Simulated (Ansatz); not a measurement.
Geometry optimisation, RKS B3LYP-D4/def2-SVP in Ansatz.

input.yaml

```yaml
crystal:
  periodic: [false, false, false]
  atoms:
    - { symbol: Zr, position_ang: [-0.252493, -0.117156, 0.090683] }
    - { symbol: Cl, position_ang: [-0.352565, -0.036847, 2.574372] }
    - { symbol: F, position_ang: [1.528243, -0.208173, -0.575977] }
    - { symbol: Cl, position_ang: [-1.553092, 1.516665, -1.003174] }
    - { symbol: O, position_ang: [-1.033059, -1.77374, -0.367097] }
    - { symbol: H, position_ang: [-1.456103, -2.597424, -0.623066] }
    - { symbol: O, position_ang: [1.298196, 2.464787, 1.318935] }
    - { symbol: H, position_ang: [2.24621, 2.278769, 1.25732] }
    - { symbol: H, position_ang: [1.039462, 2.090718, 2.193902] }
basis:
  gaussian: { orbitals: def2-SVP }
hamiltonian:
  xc: b3lyp
  dispersion: d4
relax:
  f_tol: 0.03
  max_steps: 50
```

Command:

```bash
$ ansatz run input.yaml --threads 4 --pin off --max-ram 5120MiB --backend cpu --events-out ev --progress --plain --runs-dir out
```

Where does it end, and by what steps?

The run converged. After 10 steps the energy has fallen by 0.538 eV; O7 moved furthest, 0.58 Å. Joined: Zr1–O7 (3.25 → 2.38 Å).

```
step  energy less start (eV)  largest force component (eV/Å)  accepted
   0                  0.0000                           1.192       yes
   1                 -0.1411                           1.108       yes
   2                 -0.2933                           1.508       yes
   3                 -0.4592                           1.592       yes
   4                 -0.4890                           0.909       yes
   5                 -0.5289                           0.423       yes
   6                 -0.5333                           0.202       yes
   7                 -0.5359                           0.047       yes
   8                 -0.5369                           0.051       yes
   9                 -0.5374                           0.045       yes
  10                 -0.5376                           0.017       yes
```

```xyz
9
Properties=species:S:1:pos:R:3
Zr -0.138 0.106 0.268
Cl -0.530 -0.086 2.644
F 1.646 -0.067 -0.440
Cl -1.522 1.666 -0.872
O -0.866 -1.557 -0.293
H -1.236 -2.402 -0.556
O 1.074 1.964 1.133
H 2.010 1.953 0.881
H 1.027 2.041 2.099
```

Whether the end is a true minimum wasn't checked by a vibrational analysis.

Run time: 29 s on 4 threads of Arm Neoverse V2 (shared host), peak memory 0.33 GiB.
